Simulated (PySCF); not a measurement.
Interval between two levels of Br²⁺ by level of theory

Br²⁺ [Ar] 3d10 4s2 4p3 [4S3/2, M_J = 3/2] → Br²⁺ [Ar] 3d10 4s1 4p3 5s1 [6S5/2, M_J = 5/2], as a difference of total energies. Calculation: PySCF 2.14, in x2c-TZVPall-2c with one added diffuse shell each of s, p, d type (7s8p5d1f, 63 functions); the two-component X2C-1e Hamiltonian. Correlated levels: [Ne] frozen. "Screened" scales the spin-orbit matrix elements by Boettger's factors to mimic the two-electron term; Breit and QED terms are absent.

```
                    method  interval between two levels (cm⁻¹)
           GHF (spin-free)                              208640
          GMP2 (spin-free)                              220950
 GHF (screened spin-orbit)                              208740
GMP2 (screened spin-orbit)                              221050
```

The labels give the starting determinants; with spin-orbit coupling the two ends relaxed to ⟨J²⟩ = 3.75, ⟨L²⟩ = 0.02, ⟨S²⟩ = 3.72 and ⟨J²⟩ = 8.75, ⟨L²⟩ = 0.01, ⟨S²⟩ = 8.74.

The promoted electron is Rydberg-like, and one or two diffuse shells describe it only roughly, which tends to raise the upper state.
